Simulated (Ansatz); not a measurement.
Ansatz (a quantum-chemistry and plane-wave program) input for silylmethoxysilane (CH₈OSi₂), SMILES [SiH3]OC[SiH3], B3LYP-D3(BJ)/def2-SVP. 

Ansatz 0.2 input:
```yaml
crystal:
  periodic: [false, false, false]
  atoms:
    - {symbol: Si, position_ang: [1.61151893, 0.96254007, -0.53650854]}
    - {symbol: C, position_ang: [0.75822424, -0.73685587, -0.35090921]}
    - {symbol: O, position_ang: [-0.64385361, -0.62770368, -0.37301128]}
    - {symbol: Si, position_ang: [-1.68523063, -0.33614540, 0.82483128]}
    - {symbol: H, position_ang: [3.05288733, 0.70811419, -0.57587597]}
    - {symbol: H, position_ang: [1.15198952, 1.59115600, -1.77257533]}
    - {symbol: H, position_ang: [1.27871515, 1.79912245, 0.61642857]}
    - {symbol: H, position_ang: [1.03298726, -1.39311389, -1.18371156]}
    - {symbol: H, position_ang: [1.07890110, -1.23878223, 0.56854003]}
    - {symbol: H, position_ang: [-1.49667753, 0.99465710, 1.41413970]}
    - {symbol: H, position_ang: [-2.92724560, -0.46782117, 0.08208091]}
    - {symbol: H, position_ang: [-1.53811021, -1.32009313, 1.90400100]}
basis:
  gaussian:
    orbitals: def2-SVP
hamiltonian:
  xc: b3lyp
  dispersion: d3bj
relax: {f_tol: 0.002, max_steps: 200}
```

It prints:

```
WARN ansatz: RAYON_NUM_THREADS=2 ignored (pool sized by the plan → 2); use --threads N
Functional definition: B3LYP
integrals: 0.06 GiB planned
1080 factors; integrals over basis functions are off by at most 6.3e-4 eV
mean field: 0.42 GiB planned
mean field evaluation 1: about -18958.9378 eV, gradient 4.7e1 eV
mean field evaluation 2: about -18950.8002 eV, gradient 8.0e1 eV
mean field evaluation 4: about -18963.4721 eV, gradient 4.1e0 eV
mean field evaluation 8: about -18963.5175 eV, gradient 1.6e-2 eV
mean field -18963.51745121 eV, -696.8964123981 hartree, gradient 1.5e-5 eV, S^2 0.000000; 0 other end points of the search recorded, 0 dependent functions left out
the calculation of the forces begins
reference -18963.51773891 eV, -696.8964229708 hartree; 25, 25 occupied and 79, 79 virtual orbitals, 1080 factors
relax step   1: F+E_penalty+E_count = -18963.95941923 eV  Δ(F+E_penalty+E_count) = +0.000e0 eV  max|allowed force component| = 1.290e0 eV/Å  Δτ_max = 0.0000 Å  (23 SCF iters, accepted)
these checks for a lower state are left out or cut short: starts, cluster_reference, orbital_swaps, neighbouring_geometries, increment
integrals: 0.06 GiB planned
1080 factors; integrals over basis functions are off by at most 7.1e-4 eV
mean field: 0.42 GiB planned
mean field evaluation 16: about -18963.6641 eV, gradient 2.3e-2 eV
mean field -18963.67246872 eV, -696.9021091865 hartree, gradient 4.2e-5 eV, S^2 0.000000; 0 other end points of the search recorded, 0 dependent functions left out
the calculation of the forces begins
reference -18963.67275935 eV, -696.9021198671 hartree; 25, 25 occupied and 79, 79 virtual orbitals, 1080 factors
relax step   2: F+E_penalty+E_count = -18964.10703865 eV  Δ(F+E_penalty+E_count) = -1.476e-1 eV  max|allowed force component| = 6.638e-1 eV/Å  Δτ_max = 0.1435 Å  (23 SCF iters, accepted)
these checks for a lower state are left out or cut short: starts, cluster_reference, orbital_swaps, neighbouring_geometries, increment
integrals: 0.06 GiB planned
1080 factors; integrals over basis functions are off by at most 7.3e-4 eV
mean field: 0.42 GiB planned
mean field -18963.68981570 eV, -696.9027466764 hartree, gradient 4.6e-5 eV, S^2 0.000000; 0 other end points of the search recorded, 0 dependent functions left out
the calculation of the forces begins
reference -18963.69010687 eV, -696.9027573767 hartree; 25, 25 occupied and 79, 79 virtual orbitals, 1080 factors
relax step   3: F+E_penalty+E_count = -18964.12396263 eV  Δ(F+E_penalty+E_count) = -1.692e-2 eV  max|allowed force component| = 2.670e-1 eV/Å  Δτ_max = 0.0431 Å  (24 SCF iters, accepted)
these checks for a lower state are left out or cut short: starts, cluster_reference, orbital_swaps, neighbouring_geometries, increment
integrals: 0.06 GiB planned
1080 factors; integrals over basis functions are off by at most 7.3e-4 eV
mean field: 0.42 GiB planned
mean field -18963.68987579 eV, -696.9027488847 hartree, gradient 6.4e-5 eV, S^2 0.000000; 0 other end points of the search recorded, 0 dependent functions left out
the calculation of the forces begins
reference -18963.69016647 eV, -696.9027595670 hartree; 25, 25 occupied and 79, 79 virtual orbitals, 1080 factors
relax step   4: F+E_penalty+E_count = -18964.12838960 eV  Δ(F+E_penalty+E_count) = -4.427e-3 eV  max|allowed force component| = 3.012e-1 eV/Å  Δτ_max = 0.1060 Å  (24 SCF iters, accepted)
these checks for a lower state are left out or cut short: starts, cluster_reference, orbital_swaps, neighbouring_geometries, increment
integrals: 0.06 GiB planned
1080 factors; integrals over basis functions are off by at most 7.3e-4 eV
mean field: 0.42 GiB planned
mean field evaluation 32: about -18963.6953 eV, gradient 5.1e-2 eV
mean field -18963.69527045 eV, -696.9029471346 hartree, gradient 4.3e-5 eV, S^2 0.000000; 0 other end points of the search recorded, 0 dependent functions left out
the calculation of the forces begins
reference -18963.69556158 eV, -696.9029578336 hartree; 25, 25 occupied and 79, 79 virtual orbitals, 1080 factors
relax step   5: F+E_penalty+E_count = -18964.13222430 eV  Δ(F+E_penalty+E_count) = -3.835e-3 eV  max|allowed force component| = 4.876e-2 eV/Å  Δτ_max = 0.0273 Å  (24 SCF iters, accepted)
these checks for a lower state are left out or cut short: starts, cluster_reference, orbital_swaps, neighbouring_geometries, increment
integrals: 0.06 GiB planned
1080 factors; integrals over basis functions are off by at most 7.2e-4 eV
[...]
these checks for a lower state are left out or cut short: starts, cluster_reference, orbital_swaps, neighbouring_geometries, increment
integrals: 0.06 GiB planned
1080 factors; integrals over basis functions are off by at most 7.1e-4 eV
mean field: 0.42 GiB planned
mean field -18963.70107337 eV, -696.9031603880 hartree, gradient 4.3e-5 eV, S^2 0.000000; 0 other end points of the search recorded, 0 dependent functions left out
the calculation of the forces begins
reference -18963.70136401 eV, -696.9031710690 hartree; 25, 25 occupied and 79, 79 virtual orbitals, 1080 factors
relax step  13: F+E_penalty+E_count = -18964.13519286 eV  Δ(F+E_penalty+E_count) = -1.429e-4 eV  max|allowed force component| = 2.662e-2 eV/Å  Δτ_max = 0.0244 Å  (23 SCF iters, accepted)
these checks for a lower state are left out or cut short: starts, cluster_reference, orbital_swaps, neighbouring_geometries, increment
integrals: 0.06 GiB planned
1080 factors; integrals over basis functions are off by at most 7.1e-4 eV
mean field: 0.42 GiB planned
mean field -18963.70126269 eV, -696.9031673453 hartree, gradient 4.3e-5 eV, S^2 0.000000; 0 other end points of the search recorded, 0 dependent functions left out
the calculation of the forces begins
reference -18963.70155283 eV, -696.9031780079 hartree; 25, 25 occupied and 79, 79 virtual orbitals, 1080 factors
relax step  14: F+E_penalty+E_count = -18964.13534772 eV  Δ(F+E_penalty+E_count) = -1.549e-4 eV  max|allowed force component| = 1.357e-2 eV/Å  Δτ_max = 0.0456 Å  (23 SCF iters, accepted)
these checks for a lower state are left out or cut short: starts, cluster_reference, orbital_swaps, neighbouring_geometries, increment
integrals: 0.06 GiB planned
1080 factors; integrals over basis functions are off by at most 7.1e-4 eV
mean field: 0.42 GiB planned
mean field -18963.70135574 eV, -696.9031707651 hartree, gradient 4.3e-5 eV, S^2 0.000000; 0 other end points of the search recorded, 0 dependent functions left out
the calculation of the forces begins
reference -18963.70164572 eV, -696.9031814216 hartree; 25, 25 occupied and 79, 79 virtual orbitals, 1080 factors
relax step  15: F+E_penalty+E_count = -18964.13539680 eV  Δ(F+E_penalty+E_count) = -4.908e-5 eV  max|allowed force component| = 9.804e-3 eV/Å  Δτ_max = 0.0295 Å  (23 SCF iters, accepted)
these checks for a lower state are left out or cut short: starts, cluster_reference, orbital_swaps, neighbouring_geometries, increment
integrals: 0.06 GiB planned
1080 factors; integrals over basis functions are off by at most 7.1e-4 eV
mean field: 0.42 GiB planned
mean field -18963.70140932 eV, -696.9031727341 hartree, gradient 5.4e-5 eV, S^2 0.000000; 0 other end points of the search recorded, 0 dependent functions left out
the calculation of the forces begins
reference -18963.70169928 eV, -696.9031833898 hartree; 25, 25 occupied and 79, 79 virtual orbitals, 1080 factors
relax step  16: F+E_penalty+E_count = -18964.13542392 eV  Δ(F+E_penalty+E_count) = -2.713e-5 eV  max|allowed force component| = 7.637e-3 eV/Å  Δτ_max = 0.0044 Å  (18 SCF iters, accepted)
these checks for a lower state are left out or cut short: starts, cluster_reference, orbital_swaps, neighbouring_geometries, increment
integrals: 0.06 GiB planned
1080 factors; integrals over basis functions are off by at most 7.1e-4 eV
mean field: 0.42 GiB planned
mean field -18963.70147076 eV, -696.9031749920 hartree, gradient 2.0e-5 eV, S^2 0.000000; 0 other end points of the search recorded, 0 dependent functions left out
the calculation of the forces begins
reference -18963.70176071 eV, -696.9031856475 hartree; 25, 25 occupied and 79, 79 virtual orbitals, 1080 factors
relax step  17: F+E_penalty+E_count = -18964.13543131 eV  Δ(F+E_penalty+E_count) = -7.388e-6 eV  max|allowed force component| = 4.515e-3 eV/Å  Δτ_max = 0.0019 Å  (18 SCF iters, accepted)
these checks for a lower state are left out or cut short: starts, cluster_reference, orbital_swaps, neighbouring_geometries, increment
integrals: 0.06 GiB planned
1080 factors; integrals over basis functions are off by at most 7.1e-4 eV
mean field: 0.42 GiB planned
mean field evaluation 96: about -18963.7015 eV, gradient 1.0e-1 eV
mean field -18963.70150815 eV, -696.9031763659 hartree, gradient 5.0e-5 eV, S^2 0.000000; 0 other end points of the search recorded, 0 dependent functions left out
the calculation of the forces begins
reference -18963.70179808 eV, -696.9031870206 hartree; 25, 25 occupied and 79, 79 virtual orbitals, 1080 factors
relax step  18: F+E_penalty+E_count = -18964.13543402 eV  Δ(F+E_penalty+E_count) = -2.710e-6 eV  max|allowed force component| = 2.179e-3 eV/Å  Δτ_max = 0.0043 Å  (18 SCF iters, accepted)
these checks for a lower state are left out or cut short: starts, cluster_reference, orbital_swaps, neighbouring_geometries, increment
integrals: 0.06 GiB planned
1080 factors; integrals over basis functions are off by at most 7.1e-4 eV
mean field: 0.42 GiB planned
mean field -18963.70155041 eV, -696.9031779190 hartree, gradient 3.4e-5 eV, S^2 0.000000; 0 other end points of the search recorded, 0 dependent functions left out
the calculation of the forces begins
reference -18963.70184033 eV, -696.9031885733 hartree; 25, 25 occupied and 79, 79 virtual orbitals, 1080 factors
relax step  19: F+E_penalty+E_count = -18964.13543515 eV  Δ(F+E_penalty+E_count) = -1.126e-6 eV  max|allowed force component| = 1.404e-3 eV/Å  Δτ_max = 0.0034 Å  (18 SCF iters, accepted)
these checks for a lower state are left out or cut short: starts, cluster_reference, orbital_swaps, neighbouring_geometries, increment
integrals: 0.06 GiB planned
1080 factors; integrals over basis functions are off by at most 7.1e-4 eV
mean field: 0.42 GiB planned
mean field -18963.70158815 eV, -696.9031793061 hartree, gradient 1.6e-5 eV, S^2 0.000000; 0 other end points of the search recorded, 0 dependent functions left out
the calculation of the forces begins
reference -18963.70187806 eV, -696.9031899600 hartree; 25, 25 occupied and 79, 79 virtual orbitals, 1080 factors
relax step  20: F+E_penalty+E_count = -18964.13543564 eV  Δ(F+E_penalty+E_count) = -4.979e-7 eV  max|allowed force component| = 7.192e-4 eV/Å  Δτ_max = 0.0021 Å  (18 SCF iters, accepted)
integrals: 0.06 GiB planned
1080 factors; integrals over basis functions are off by at most 7.1e-4 eV
mean field: 0.42 GiB planned
mean field -18963.70158815 eV, -696.9031793061 hartree, gradient 1.6e-5 eV, S^2 0.000000; 1 other end points of the search recorded, 0 dependent functions left out
the calculation of the forces begins
reference -18963.70187806 eV, -696.9031899600 hartree; 25, 25 occupied and 79, 79 virtual orbitals, 1080 factors
Total energy: -18964.13572555 eV, -696.9191335612 hartree
Atom 0 at     1.653252     0.962759    -0.605656 Å, force     0.000073     0.000030    -0.000360 eV/Å
Atom 1 at     0.747849    -0.691869    -0.324837 Å, force    -0.000719     0.000260    -0.000135 eV/Å
Atom 2 at    -0.658861    -0.511659    -0.452032 Å, force     0.000489     0.000232     0.000137 eV/Å
Atom 3 at    -1.717813    -0.392002     0.831782 Å, force     0.000045    -0.000182    -0.000212 eV/Å
Atom 4 at     3.127076     0.761863    -0.465436 Å, force     0.000003     0.000004     0.000098 eV/Å
Atom 5 at     1.349604     1.475930    -1.970596 Å, force    -0.000159     0.000049    -0.000088 eV/Å
Atom 6 at     1.192171     1.956975     0.405146 Å, force     0.000195     0.000004     0.000183 eV/Å
Atom 7 at     1.075769    -1.426421    -1.081782 Å, force     0.000255    -0.000277    -0.000072 eV/Å
Atom 8 at     1.027387    -1.121789     0.658009 Å, force     0.000068    -0.000139     0.000266 eV/Å
Atom 9 at    -1.436502     0.816532     1.664559 Å, force    -0.000147     0.000101     0.000040 eV/Å
Atom 10 at    -3.078724    -0.299697     0.246093 Å, force    -0.000139     0.000104    -0.000033 eV/Å
Atom 11 at    -1.607105    -1.595547     1.712180 Å, force     0.000033    -0.000185     0.000177 eV/Å
Dipole moment:     0.122351    -0.101761     0.133055 e Å
```

Self-consistency was reached.
